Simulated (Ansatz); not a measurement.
Stepwise reaction of `[Cl][Cd][Cl]` with ammonia, as a gas-phase model of exchange steps in deposition or etching. ΔE in kJ/mol; ΔG adds harmonic PBE0-D4 terms to CCSD(T)/CBS, at 1 bar.

Gas-phase electronic energies from Ansatz, PBE0-D4/def2-TZVP geometries. CCSD(T)/CBS adds triple-zeta CCSD(T) − MP2 to the extrapolated MP2 energy (def2 sets, frozen cores). This one scheme is used for every species. Functionals use def2-TZVPP. B3LYP here is the variant with VWN-RPA as its local correlation; programs differ in this. def2 core potentials past Kr. For Cd outer-core shells are correlated without core-valence functions, which leaves a few kJ/mol of doubt a bond. One conformer a species, not always the lowest.

```json
{"step": "1", "reaction": "`[Cl][Cd][Cl]` + NH₃ → `[NH2][Cd][Cl]` + HCl", "PBE-D4": "117.1", "B3LYP-D4": "125.6", "ωB97M-V": "129.5", "CCSD(T)/CBS": "127.7", "ΔG(400 K)": "111.8"}
```

Q: Give the row of step 2, `[NH2][Cd][Cl]` + NH₃ → `[NH2][Cd][NH2]` + HCl. (Estimate.)

A: The calculation gave: 
| step | reaction | PBE-D4 | B3LYP-D4 | ωB97M-V | CCSD(T)/CBS | ΔG(400 K) |
| --- | --- | --- | --- | --- | --- | --- |
| 2 | `[NH2][Cd][Cl]` + NH₃ → `[NH2][Cd][NH2]` + HCl | 127.1 | 135.0 | 137.7 | 135.5 | 128.2 |

Q: By hand: ΔE of the 2 steps together at CCSD(T)/CBS.

A: (127.7) + (135.5) = 263.2 kJ/mol, or 131.6 kJ/mol a step.

In ΔE each step is higher than the one before. All are uphill at CCSD(T)/CBS. ΔG lies between 111.8 and 128.2 kJ/mol a step. PBE-D4 differs from CCSD(T)/CBS by -10.6 to -8.4 kJ/mol a step. Isolated molecules leave out the surface, adducts and barriers. Largest T1 diagnostic: 0.014.
